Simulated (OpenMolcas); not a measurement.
**5d6 along the 74-electron sequence**

```json
{"Program": "OpenMolcas", "Method": "MS-CASPT2, IPEA 0.25 Eh, imaginary shift 0.1 Eh", "Basis": "ANO-RCC-VTZP", "Scalar Hamiltonian": "DKH2, point nucleus", "Spin-orbit coupling": "RASSI with atomic mean-field integrals over the reference wave functions, term energies averaged over their components"}
```

Active space for each ion: 6 electrons in 5 orbitals (5d); closed shells correlated by CASPT2: 5s 5p.

Computed levels in cm-1 above 5D4:

| Level | Os2+ | Pt4+ | Au5+ |
| --- | --- | --- | --- |
| 5D3 | 4550 | 7730 | 9960 |
| 5D1 | 7040 | 11180 | 13840 |
| 5D0 | 7370 | 11290 | 13510 |
| 3H5 | 16960 | 34960 | 40830 |
| 3H6 | 17310 | 22580 | 25490 |
| 3F2(1) | 20410 | 26860 | 30490 |
| 1S0(1) | 22560 | 31490 | 36430 |
| 3D1 | 24220 | 32720 | 37460 |
| 3G5 | 25120 | 22030 | 24870 |
| weight of 5D in the lowest level (%) | 87 | 80 | 75 |

Mixed levels, with the weight of the term that names them: Os2+ 3H5 (50 %), Os2+ 1S0(1) (60 %), Os2+ 3D1 (70 %), Os2+ 3G5 (50 %), Pt4+ 5D0 (74 %), Pt4+ 3H5 (52 %), Pt4+ 3F2(1) (66 %), Pt4+ 1S0(1) (60 %), Pt4+ 3D1 (71 %), Pt4+ 3G5 (52 %), Au5+ 5D4 (75 %), Au5+ 5D0 (67 %), Au5+ 3H5 (53 %), Au5+ 3F2(1) (58 %), Au5+ 1S0(1) (59 %), Au5+ 3D1 (70 %), Au5+ 3G5 (53 %).

The fine-structure level 5D0 changes by a factor of 1.83 from Os2+ to Au5+. Its fourth root runs 9.27, 10.31, 10.78, with steps per unit of Z of 0.52, 0.47; equal steps would mean a (Z - σ)^4 law with constant σ.

3H5 changes by a factor of 2.41 over the same range, with steps per unit of Z of +9000, +5870 cm-1.

CASPT2 does not keep the components of a term degenerate, so their means are used; among the terms shown or strongly mixed into the levels shown the widest spread is 1400 cm-1 (5d6 1I, Pt4+). Configurations with an s electron lie low in 5d ions of this charge, fall among these levels and mix in, so low-spin terms can stand far too high, up to twice their true height, and weights are not those of the real levels (holds for Os2+). The CASPT2 spread within a term exceeds the gap to the next term for 5d6 3D and 5d6 1I, so the order of their levels is uncertain (holds for Pt4+; Au5+). Levels of configurations outside the active space are missing.

A number in round brackets counts repeated terms of one configuration in the order of the reference energies.
